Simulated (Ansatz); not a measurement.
CH$_{6}$BNSi. Charge 0, multiplicity 1. The bonds changed during the relaxation, so this is another structure than the one it started from. Geometry: relaxed with PBE0-D4/def2-TZVP.

```xyz
10

B    -1.443    0.208   -0.995
C    -1.180   -0.634    0.277
N    -0.113   -0.019   -0.029
Si    1.529    0.163    0.534
H    -1.969    1.279   -0.875
H    -1.381   -0.332   -2.064
H    -1.339   -1.312    1.117
H     1.750    1.597    0.831
H     2.433   -0.285   -0.550
H     1.714   -0.665    1.754
```

(1) What is the dipole moment at PBE/def2-TZVPP? (Best estimate.)

(2) And with r2SCAN, B3LYP, ωB97M-V? (Best estimate.)

(3) Give the Mulliken charges with PBE, B3LYP, r2SCAN in def2-TZVPP. (Best estimate.)

Results:

(1) Computed: 3.28 D, with components (1.96, -1.06, 2.41) D in this frame, pointing from negative to positive charge.

(2) Computed: r2SCAN 3.24 D, B3LYP 3.24 D, ωB97M-V 3.28 D.

(3) Computed: 
| atom | PBE | B3LYP | r2SCAN |
| --- | --- | --- | --- |
| B1 | -0.17 | -0.15 | -0.10 |
| C2 | -0.01 | -0.01 | 0.04 |
| N3 | -0.08 | -0.18 | -0.19 |
| Si4 | 0.28 | 0.34 | 0.38 |
| H5 | -0.02 | 0.00 | -0.03 |
| H6 | -0.02 | 0.00 | -0.03 |
| H7 | 0.12 | 0.15 | 0.10 |
| H8 | -0.03 | -0.04 | -0.05 |
| H9 | -0.03 | -0.04 | -0.05 |
| H10 | -0.05 | -0.06 | -0.06 |

B3LYP here is the variant with VWN-RPA as its local correlation; programs differ in this.
